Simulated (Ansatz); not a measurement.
```yaml
crystal:
  periodic: [false, false, false]
  atoms:
    - {symbol: F, position_ang: [0.955813, -1.003109, 1.550866]}
    - {symbol: C, position_ang: [0.961394, -0.687064, 0.260023]}
    - {symbol: F, position_ang: [0.941114, -1.809949, -0.450549]}
    - {symbol: F, position_ang: [2.087341, -0.035153, -0.011047]}
    - {symbol: Sn, position_ang: [-0.785583, 0.563188, -0.231039]}
    - {symbol: F, position_ang: [-0.814235, 2.176429, 0.751155]}
    - {symbol: h, position_ang: [-0.832850, 1.048945, -2.055822]}
    - {symbol: F, position_ang: [-2.420895, -0.310289, 0.130613]}
basis:
  gaussian: {orbitals: def2-SVP, nuclear_model: gaussian}
hamiltonian: {xc: {name: wB97X}, pseudopotentials: {relativity: scalar}}
accuracy: high
scf: {lower_state_search: full}
output: {forces: true}
```

```sh
$ ansatz run in.yaml --threads 4 --pin off --events-out ev --progress --plain --max-ram 11315MiB
```

Shortened log:

```
Error: YAML parse error: error: line 10 column 16: `h` is not an element symbol (H … Og, case-exact)
 8 |     - {symbol: Sn, position_ang: [-0.785583, 0.563188, -0.231039]}
 9 |     - {symbol: F, position_ang: [-0.814235, 2.176429, 0.751155]}
10 |     - {symbol: h, position_ang: [-0.832850, 1.048945, -2.055822]}
11 |     - {symbol: F, position_ang: [-2.420895, -0.310289, 0.130613]}
12 | basis:
```

Something in this input is off. What?

An element symbol is wrong. The input was rejected before any iteration.
